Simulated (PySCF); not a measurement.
Choosing a molecule for a target property.

Each SMILES stands for a single optimised conformer of the isolated species, non-relativistic unless stated. Electronic properties by PySCF.

Dipoles, sizes and rotational constants follow the conformer. The torsions of the flexible species, by atom-mapped SMILES:
- `[CH3:1][S:2][c:3]1[n:4][n:5][c:6]([CH3:7])[n:8]1[CH3:9]`: C1–S2–C3–N4 -1°
- `[CH3:1][CH:2]([CH3:3])[O:4][C@@H:5]([CH3:6])[C@H:7]([F:8])[C:9]#[N:10]`: C1–C2–O4–C5 -157°, C2–O4–C5–C6 98°, O4–C5–C7–F8 -179°
- `[O:1]=[S@@:2]1[O:3][C@@H:4]([CH2:5][F:6])[C@H:7]([C:8]([F:9])=[C:10]([F:11])[F:12])[O:13]1`: O3–C4–C5–F6 180°, C4–C7–C8–F9 49°
- `[CH3:1][C:2]([CH3:3])([CH3:4])[NH:5][NH:6][SiH3:7]`: C1–C2–N5–N6 -60°, C2–N5–N6–Si7 114°
- `[F:1][c:2]1[cH:3][cH:4][c:5]([CH:6]([F:7])[F:8])[o:9]1`: C4–C5–C6–F7 59°
- `[CH:1]#[C:2][C@@H:3]([CH2:4][CH3:5])[Si@@H:6]([Cl:7])[C:8](=[CH2:9])[CH3:10]`: C2–C3–C4–C5 -65°, C2–C3–Si6–Cl7 171°, C3–Si6–C8–C9 -110°

(1) Wanted: dipole moment between 2 D and 3 D (PBE0/pcSseg-1) and HOMO energy below -6.7 eV (PBE0/pcSseg-1), at GFN2-xTB geometries. Which candidate meets both?
A. `c1c(F)oc(C(F)F)c1`
B. `CSc1nnc(C)n1C`
C. `C([C@H]([Si@@H](Cl)C(=C)C)CC)#C`
D. `O=[S@@]1O[C@@H](CF)[C@H](C(F)=C(F)F)O1`
E. `CC(C)(NN[SiH3])C`
F. `CC(C)O[C@@H](C)[C@@H](C#N)F`

(2) Wanted: smallest rotational constant between 0.5 GHz and 1 GHz (GFN2-xTB) and HOMO–LUMO gap above 7.4 eV (PBE0/pcSseg-1), at GFN2-xTB geometries. Which candidate meets both?
A. `CC(C)O[C@@H](C)[C@H](F)C#N`
B. `CC(C)(C)NN[SiH3]`
C. `C#C[C@@H](CC)[Si@@H](Cl)C(=C)C`
D. `n1c(C)n(C)c(n1)SC`
E. `C(F)(=C(F)[C@@H]1O[S@](=O)O[C@H]1CF)F`

## Answers

(1) D. Computed values:
```csv
species,dipole moment,HOMO energy
CC(C)(NN[SiH3])C,0.31 D,-6.00 eV
c1c(F)oc(C(F)F)c1,1.32 D,-7.15 eV
C([C@H]([Si@@H](Cl)C(=C)C)CC)#C,1.56 D,-7.36 eV
O=[S@@]1O[C@@H](CF)[C@H](C(F)=C(F)F)O1,2.80 D,-7.56 eV
CC(C)O[C@@H](C)[C@@H](C#N)F,3.82 D,-7.87 eV
CSc1nnc(C)n1C,4.41 D,-6.21 eV
```

(2) A. Computed values:
| species | smallest rotational constant | HOMO–LUMO gap |
| --- | --- | --- |
| C(F)(=C(F)[C@@H]1O[S@](=O)O[C@H]1CF)F | 0.433 GHz | 6.41 eV |
| C#C[C@@H](CC)[Si@@H](Cl)C(=C)C | 0.576 GHz | 7.03 eV |
| CC(C)O[C@@H](C)[C@H](F)C#N | 0.685 GHz | 7.83 eV |
| n1c(C)n(C)c(n1)SC | 0.761 GHz | 6.67 eV |
| CC(C)(C)NN[SiH3] | 1.106 GHz | 6.52 eV |
